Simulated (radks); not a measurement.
Q: The terbium ion Tb4+, [Xe] 4f7. All-electron calculation, non-relativistic Kohn-Sham, exchange-only PBE, spin-polarised, spherical densities, point nucleus. Program: a radial shooting solver on a logarithmic mesh with Libxc functionals. Every spin shell is full or empty, so the densities are truly spherical. Functionals are evaluated on that one density, not self-consistently. Rank these orbital-free kinetic functionals by their error against the exact value of the orbitals, and give that value: Thomas-Fermi, von Weizsacker, TF + vW/9, TF + vW/5, LC94, APBEK, Perdew 92, Thakkar, Pearson, LKT, PG1, DePristo-Kress, Ernzerhof.

A: Exact: 11223.0 hartree. From best to worst, with 100 (|E| - |E exact|)/|E exact| (equal figures are ties): LC94 -0.01, APBEK +0.03, DePristo-Kress -0.20, Ernzerhof -0.49, Perdew 92 -0.72, TF + vW/9 -0.73, Thakkar -0.74, Pearson -0.92, TF + vW/5 +2.65, Thomas-Fermi -4.97, PG1 +13.51, LKT +17.28, von Weizsacker -61.89.
